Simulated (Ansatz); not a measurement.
A CCSD(T) single point on C$_{2}$H$_{4}$OSSi, SMILES `OC1=C[SiH]1S`.

```yaml
crystal:
  periodic: [false, false, false]
  atoms:
    - {symbol: O, position_ang: [-0.809239, 0.290994, 1.984934]}
    - {symbol: C, position_ang: [-0.120303, 0.015285, 0.880355]}
    - {symbol: C, position_ang: [0.985416, 0.462795, 0.256700]}
    - {symbol: Si, position_ang: [0.181663, -0.860576, -0.656470]}
    - {symbol: S, position_ang: [-0.923271, -0.612336, -2.457012]}
    - {symbol: H, position_ang: [-0.385464, 1.022409, 2.453774]}
    - {symbol: H, position_ang: [1.734075, 1.226008, 0.436468]}
    - {symbol: H, position_ang: [0.681524, -2.252935, -0.724787]}
    - {symbol: H, position_ang: [-1.255902, 0.662156, -2.191162]}
basis:
  gaussian: {orbitals: def2-TZVPP}
correlation: {method: ccsd_t}
```

```sh
$ ansatz run in.yaml --threads 4 --pin off --events-out ev --progress --plain --max-ram 10444MiB
```

Output of Ansatz, abridged:

```
Functional definition: HF
  name "HF"
  cite "Fock, Z. Phys. 61, 126 (1930) doi:10.1007/BF01340294"
  parent pbe
  exchange = exact_x
  correlation = 0
1385 factors; integrals over basis functions are off by at most 1.0e-3 eV
mean field evaluation 1: about -22838.4868 eV, gradient 3.6e1 eV
mean field evaluation 2: about -22838.8480 eV, gradient 3.6e1 eV
mean field evaluation 4: about -22842.1896 eV, gradient 3.9e0 eV
mean field evaluation 8: about -22842.2618 eV, gradient 3.8e-1 eV
mean field evaluation 16: about -22842.2625 eV, gradient 1.2e-6 eV
mean field -22842.26253184 eV, -839.4376650037 hartree, gradient 1.2e-6 eV, S^2 0.000000; 0 other end points of the search recorded, 0 dependent functions left out
13 core orbitals not correlated: weight in the atoms' cores, before any rotation towards them, 1.000 or more for the frozen orbitals, at most 0.000 for the correlated occupied ones
reference -22842.26253184 eV, -839.4376650037 hartree; 14, 14 occupied and 206, 206 virtual orbitals, 1385 factors
second order -22.83146763 eV of doubles, -0.00000000 eV of singles
cycle   1  -23.11250503 eV  change   -2.8e-1 eV  update   1.1e-1
cycle   2  -23.70476803 eV  change   -5.9e-1 eV  update   3.3e-2
cycle   3  -23.83361538 eV  change   -1.3e-1 eV  update   1.7e-2
cycle   4  -23.82280469 eV  change    1.1e-2 eV  update   4.4e-3
cycle   5  -23.82117927 eV  change    1.6e-3 eV  update   2.0e-3
cycle   6  -23.82169503 eV  change   -5.2e-4 eV  update   5.8e-4
cycle   7  -23.82136997 eV  change    3.3e-4 eV  update   2.3e-4
cycle   8  -23.82133024 eV  change    4.0e-5 eV  update   7.1e-5
cycle   9  -23.82135978 eV  change   -3.0e-5 eV  update   2.9e-5
perturbative correction -1.13487225 eV, -0.0417057861 hartree
Total energy: -22867.21876388 eV, -840.3547896151 hartree
```

Hardware: 4 threads of an Arm Neoverse V1 on a shared host. Wall time 86 s, peak host memory 4 GiB.

The correlation energy is -24.956 eV, 4.5 % of it from (T); the T1 diagnostic reads 0.0132.
